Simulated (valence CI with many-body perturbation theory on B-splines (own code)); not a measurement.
Missing levels of Ir XLVII

Level of theory: relativistic CI+MBPT: three valence electrons over a frozen Dirac-Fock core [Ar] 3d10, radial functions for each j: 11 s, 11 p, 10 d, 8 f, 5 g, 2 h, with the one-electron correlation potential Σ1, the two-electron term Σ2, the three-electron term Σ3, Breit, model QED; selected CI, second order for the rest, scaled by the run's own slope (own B-spline code, finite nucleus).

No measured spectrum was set against this ion. As an estimate, large intervals hold to a few tenths of a per cent, small ones and those within an open d or f shell to about a per cent.

```
                     Level  E (× 10³ cm⁻¹)
        (4s^2 4p1/2) J=1/2            0.00
        (4s 4p1/2^2) J=1/2          843.41
        (4s^2 4p3/2) J=3/2          979.39
(4s 4p1/2 4p3/2) J=3/2 [a]          1708.3
    (4s 4p1/2 4p3/2) J=5/2               ?
(4s 4p1/2 4p3/2) J=3/2 [b]               ?
    (4s 4p1/2 4p3/2) J=1/2          1901.8
        (4s^2 4d3/2) J=3/2               ?
        (4s^2 4d5/2) J=5/2          2542.8
     (4p1/2^2 4p3/2) J=3/2          2725.8
        (4s 4p3/2^2) J=5/2               ?
        (4s 4p3/2^2) J=1/2          2880.5
        (4s 4p3/2^2) J=3/2               ?
(4s 4p1/2 4d3/2) J=3/2 [a]          3028.3
    (4s 4p1/2 4d3/2) J=5/2          3090.6
    (4s 4p1/2 4d3/2) J=1/2               ?
(4s 4p1/2 4d3/2) J=3/2 [b]          3213.4
(4s 4p1/2 4d5/2) J=5/2 [a]          3304.2
    (4s 4p1/2 4d5/2) J=7/2          3350.6
(4s 4p1/2 4d5/2) J=5/2 [b]          3398.7
```

Levels are named by their leading jj configuration (3d3/2^4 stands for four electrons in 3d with j = 3/2), which in mixed levels can hold well under half, so a name can repeat and another be missing. Letters in brackets count levels of one name in rising energy.

Task: The levels stand in rising order. What does the calculation give for the missing energies?

Result: (4s 4p1/2 4p3/2) J=5/2 1780.6; (4s 4p1/2 4p3/2) J=3/2 [b] 1882.1; (4s^2 4d3/2) J=3/2 2364.4; (4s 4p3/2^2) J=5/2 2756.6; (4s 4p3/2^2) J=3/2 2910.4; (4s 4p1/2 4d3/2) J=1/2 3202.1.
